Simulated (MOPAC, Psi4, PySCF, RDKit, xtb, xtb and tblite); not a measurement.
Relaxed torsion scan: C5H6O2S, SMILES c1(O)ccc(OC)s1. Scanned: dihedral C1–O2–C3–S8; all other coordinates were relaxed at GFN2-xTB. Points at φ and −φ are mirror images.

Geometry of the scan point at 180° (Å):
```
14

C      2.5356     0.5883    -0.3147
O      1.7991    -0.5719    -0.0046
C      0.4629    -0.4030     0.1444
C     -0.3271     0.6935     0.0514
C     -1.7005     0.4094     0.2880
C     -1.9307    -0.8962     0.5563
O     -3.1257    -1.4679     0.8209
S     -0.4502    -1.8351     0.5277
H      3.5722     0.2680    -0.3962
H      2.4419     1.3385     0.4767
H      2.2073     1.0221    -1.2644
H      0.0290     1.6809    -0.1760
H     -2.4771     1.1496     0.2579
H     -3.0183    -2.4119     0.9789
```

- GFN2-xTB (xtb and tblite)
- MMFF94 // GFN2-xTB (RDKit)
- B3LYP/def2-SVP // GFN2-xTB (Psi4)
- B3LYP-D3(BJ)/def2-SVP // GFN2-xTB (Psi4)
- PBE/def2-SVP // GFN2-xTB (Psi4)
- PBE-D3(BJ)/def2-SVP // GFN2-xTB (Psi4)
- UFF // GFN2-xTB (RDKit)
- PM7, restricted, heats of formation // GFN2-xTB (MOPAC)
- PM3, restricted, heats of formation // GFN2-xTB (MOPAC)
- GFN1-xTB // GFN2-xTB (xtb)
- RKS-B3LYP/6-31G* = restricted B3LYP/6-31G*, spherical d, density fitting // GFN2-xTB (PySCF)
- RMP2/3-21G = PySCF 2.14.0 with restricted MP2 (frozen core)/3-21G // GFN2-xTB
- RMP2/6-31G* = restricted MP2 (frozen core)/6-31G*, spherical d // GFN2-xTB (PySCF 2.14.0)
- RKS-BP86/6-31G* = restricted BP86/6-31G*, spherical d, density fitting // GFN2-xTB run with PySCF 2.14.0

Least-squares fit of E(φ) = a0 + Σ (a_n cos nφ + b_n sin nφ), n = 1 to 4, to the 18 scan points, in kJ/mol above the lowest point of each profile (levels whose profile four harmonics don't fit are not listed):

```csv
method,a0,a1,b1,a2,b2,a3,b3,a4,b4,rms of fit
GFN2-xTB,4.92,-2.71,0.00,-3.05,0.00,1.15,0.00,-0.31,0.00,0.05
MMFF94,9.61,4.43,0.00,-4.83,0.00,0.40,0.00,-0.02,0.00,0.09
B3LYP/def2-SVP,4.36,1.40,0.00,-0.37,0.00,1.83,0.00,-0.82,0.00,0.11
B3LYP-D3(BJ)/def2-SVP,4.02,0.86,0.00,-0.59,0.00,1.82,0.00,-0.84,0.00,0.12
PBE/def2-SVP,3.62,0.05,0.00,-1.04,0.00,1.83,0.00,-0.77,0.00,0.11
PBE-D3(BJ)/def2-SVP,3.49,-0.16,0.00,-1.14,0.00,1.82,0.00,-0.78,0.00,0.12
UFF,19.43,-5.83,0.00,-13.57,0.00,-0.86,0.00,0.79,0.00,0.29
PM7,6.98,6.21,0.00,0.77,0.00,1.10,0.00,-0.35,0.00,0.12
PM3,5.89,5.97,0.00,1.18,0.00,0.58,0.00,-0.22,0.00,0.26
GFN1-xTB,5.36,-3.19,0.00,-2.31,0.00,0.54,0.00,-0.34,0.00,0.06
RKS-B3LYP/6-31G*,4.05,2.01,0.00,0.46,0.00,1.82,0.00,-0.72,0.00,0.11
RMP2/3-21G,5.77,4.31,0.00,1.45,0.00,2.20,0.00,-0.76,0.00,0.11
RMP2/6-31G*,3.92,2.52,0.00,0.96,0.00,1.67,0.00,-0.73,0.00,0.11
RKS-BP86/6-31G*,3.26,0.85,0.00,0.04,0.00,1.83,0.00,-0.68,0.00,0.12
```
